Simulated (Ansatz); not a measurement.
Gas-phase electronic energies from Ansatz, PBE0-D4/def2-TZVP geometries. CCSD(T)/CBS adds triple-zeta CCSD(T) − MP2 to the extrapolated MP2 energy (def2 sets, frozen cores). Functionals use def2-TZVPP. Each species was taken in one conformer, which may not be the lowest.

`C[O][AlH][SiH2][SiH3]` + `[SiH3]S` → `C[O][AlH][S][SiH3]` + `[SiH3][SiH3]`  (cleavage of the Al–Si bond)

| level | ΔE (eV) |
| --- | --- |
| PBE-D4 | -0.97 |
| ωB97X-V | -1.11 |
| ωB97M-V | -1.16 |
| PBE | -0.95 |
| PBE0 | -1.02 |
| CCSD(T)/def2-TZVPP | -1.10 |
| SCS-MP2/def2-QZVPP | -1.21 |
| CCSD/CBS(def2) | -1.14 |

**Question.** What does CCSD(T)/CBS give? (An estimate is asked.)

**Answer.** Ansatz gave: -1.13 eV. The listed levels differ from it by 0.16, 0.02, -0.03, 0.18, 0.11, 0.03, -0.08, -0.01 eV.

Largest T1 diagnostic among the species: 0.014.

In def2-TZVPP, CCSD(T) changes the Hartree–Fock value by +0.15 eV (the triples alone add +0.01 eV) and MP2 by +0.04 eV. From PBE to PBE0 (25 % exact exchange), in def2-TZVPP and without D4, ΔE moves by −0.07 eV. The D4 term adds −0.04 eV with B3LYP and −0.02 eV with PBE0; it sums over pairs of atoms, weighted by their polarisabilities, and B3LYP, whose exchange is more repulsive, gets the larger term.

B3LYP here is the variant with VWN-RPA as its local correlation; programs differ in this.
